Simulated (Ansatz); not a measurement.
Cost and result for the atomization energy of AlGeH$_{3}$INO, SMILES `[NH2][Ge]1([I])[O][AlH]1` (8 atoms, 8 bonds).

Charge 0, multiplicity 1. Correlated methods include outer-core shells of Ge, I, which these sets cover unevenly. Scalar relativity is left out up to krypton. I takes the def2 core potential. The structure was optimised at the PBE0-D4/def2-TZVP level. It is one conformer, not always the lowest. Program: Ansatz. All runs use 4 threads of a server CPU on a shared host. Times are those of one run each, without the atoms' runs, and a repeat can differ threefold. Electronic energies, without spin–orbit coupling; frozen cores. CCSD(T)/CBS adds CCSD(T) − MP2 in def2-TZVPP to the MP2 limit, and its time is that of the two runs behind it. T1 = 0.014. With those shells the extrapolation isn't a true limit. B3LYP takes the VWN-RPA correlation (the form of Gaussian; ORCA's B3LYP/G).

CCSD(T)/CBS is a level of theory with its own doubt, some kJ/mol a heavy atom from the limit and from the frozen cores, so smaller differences don't rank the functionals.

```csv
level,functions,wall time
LDA (SPW92)/def2-TZVPP,244,2 s
revPBE-D4/def2-TZVPP,244,3.2 s
PBE-D4/def2-TZVPP (with forces),244,4 s
PBE0-D4/def2-TZVPP,244,5.5 s
r2SCAN-D4/def2-TZVPP (with forces),244,7.5 s
B3LYP-D4/def2-TZVPP (with forces),244,8 s
B2PLYP/def2-TZVPP,244,9.5 s
PBE-QIDH/def2-TZVPP,244,9.5 s
B97M-V/def2-TZVPP,244,13 s
CCSD(T)/def2-SVP,119,16 s
MP2/def2-QZVPP,445,29 s
CCSD(T)/def2-TZVPP,244,6.4 min
CCSD(T)/CBS(def2),–,6.9 min
```

(1) What atomization energy does each give, and how far from CCSD(T)/CBS? (An estimate is asked.)

Results:

(1) The calculation gave: 
| level | atomization (kJ/mol) | difference from CCSD(T)/CBS | per bond |
| --- | --- | --- | --- |
| LDA (SPW92)/def2-TZVPP | 2863.4 | 406.4 | 50.8 |
| revPBE-D4/def2-TZVPP | 2410.6 | -46.4 | -5.8 |
| PBE-D4/def2-TZVPP (with forces) | 2496.4 | 39.4 | 4.9 |
| PBE0-D4/def2-TZVPP | 2413.4 | -43.6 | -5.5 |
| r2SCAN-D4/def2-TZVPP (with forces) | 2449.5 | -7.5 | -0.9 |
| B3LYP-D4/def2-TZVPP (with forces) | 2413.9 | -43.1 | -5.4 |
| B2PLYP/def2-TZVPP | 2397.1 | -59.9 | -7.5 |
| PBE-QIDH/def2-TZVPP | 2402.3 | -54.7 | -6.8 |
| B97M-V/def2-TZVPP | 2452.2 | -4.8 | -0.6 |
| CCSD(T)/def2-SVP | 2191.2 | -265.8 | -33.2 |
| MP2/def2-QZVPP | 2502.2 | 45.2 | 5.6 |
| CCSD(T)/def2-TZVPP | 2360.2 | -96.8 | -12.1 |
| CCSD(T)/CBS(def2) | 2457.0 | 0.0 | 0.0 |

In def2-TZVPP, CCSD(T) changes the Hartree–Fock value by +828.3 kJ/mol (the triples alone add +66.5 kJ/mol) and MP2 by +913.1 kJ/mol; breaking electron pairs costs correlation energy, which Hartree–Fock lacks. The D4 term adds +39.1 kJ/mol with B3LYP and +20.6 kJ/mol with PBE0; it sums over pairs of atoms, weighted by their polarisabilities, and B3LYP, whose exchange is more repulsive, gets the larger term. From r2SCAN to r2SCAN0 (25 % exact exchange), in def2-TZVPP and without D4, the atomization energy moves by −79.3 kJ/mol: exact exchange takes away binding that semilocal exchange gives to molecules.

Spin–orbit coupling would lower the free I atoms strongly, and the atomization energy with them, by more than many differences here. For some Ge, Se and Sn compounds the MP2-based and the directly extrapolated limit differ by 10 to 25 kJ/mol.
